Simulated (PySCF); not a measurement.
Static response to an electric field

C3H12Ge2Si.
Geometry (PBE0-D3(BJ)/def2-SVP, Å), atoms numbered from 1 in this order:
```xyz
18
C3H12Ge2Si angstrom
C     -1.291    0.089    1.328
C     -1.473   -0.257    0.046
C     -2.651   -1.079   -0.397
Si    -0.255    0.295   -1.284
Ge     1.660    1.356   -0.349
Ge     2.855   -0.164    1.115
H     -0.441    0.693    1.661
H     -1.998   -0.219    2.109
H     -2.326   -1.998   -0.912
H     -3.288   -1.367    0.453
H     -3.273   -0.521   -1.117
H     -0.945    1.206   -2.255
H      0.205   -0.897   -2.067
H      1.268    2.620    0.444
H      2.607    1.795   -1.486
H      4.268    0.362    1.432
H      2.090   -0.342    2.440
H      2.985   -1.543    0.441
```

Level: PBE0/def2-SVPD (PySCF), static field, nuclei fixed, core orbitals frozen in the response. The polarisability tensor in these axes (au):

```
x   151.06   8.09  12.74
y     8.09 118.64  -3.90
z    12.74  -3.90 136.68
```

Give the principal values, the mean and the anisotropy Δα = √{½[(α1 − α2)² + (α2 − α3)² + (α1 − α3)²]}.

Principal values 114.35, 132.88 and 159.15 au; mean 135.46 au = 20.07 Å³ = 22.33 × 10⁻⁴⁰ C²·m²/J; Δα = 38.99 au (29 % of the mean).

What is the dipole moment, and where does it point?

(-0.89, -0.34, 0.20) D, 0.98 D in size, pointing from the negative to the positive side. Measured along this direction, the outermost atoms are H16 at the negative end and H10 at the positive end.

What depolarisation ratio follows for Rayleigh scattering of linearly polarised light, taking the static tensor?

ρ = 3Δα²/(45ᾱ² + 4Δα²) = 4561.3/(825755 + 6081.8) = 0.00548.

What would n − 1 = 2πNα be for an ideal gas of these molecules at 400 K and 1 atm, electronic part alone?

N = p/kT = 1.8347 × 10¹⁹ cm⁻³, so n − 1 = 2π × N × 20.07 × 10⁻²⁴ cm³ = 2314 × 10⁻⁶ at long wavelengths.

Molar refractivity from α?

Lorentz–Lorenz: R = (4π/3)N_A α = 2.5225 cm³/(mol·Å³) × 20.07 Å³ = 50.6 cm³/mol, in the limit of long wavelengths.

Orientational against electronic polarisability at 350 K (dilute gas, rigid molecules)?

In Gaussian units μ²/3kT = 6.57 Å³ against 20.07 Å³, a ratio of 0.33; the Debye molar polarisation (4π/3)N_A(α + μ²/3kT) is 67.2 cm³/mol, leaving out the vibrational part.

One conformer (not necessarily the lowest) at the PBE0-D3(BJ)/def2-SVP geometry, without solvent, vibrations or thermal averaging. The calculation is non-relativistic, for germanium too.

These values come from a run that also computed excited states and ΔSCF ions. The run took 8.7 min wall (grids of density and orbitals included) on one thread, Arm Neoverse V2 (aarch64), shared host with 96 logical CPUs at a one-minute load of 63, and the process peaked at 1.3 GiB of memory.
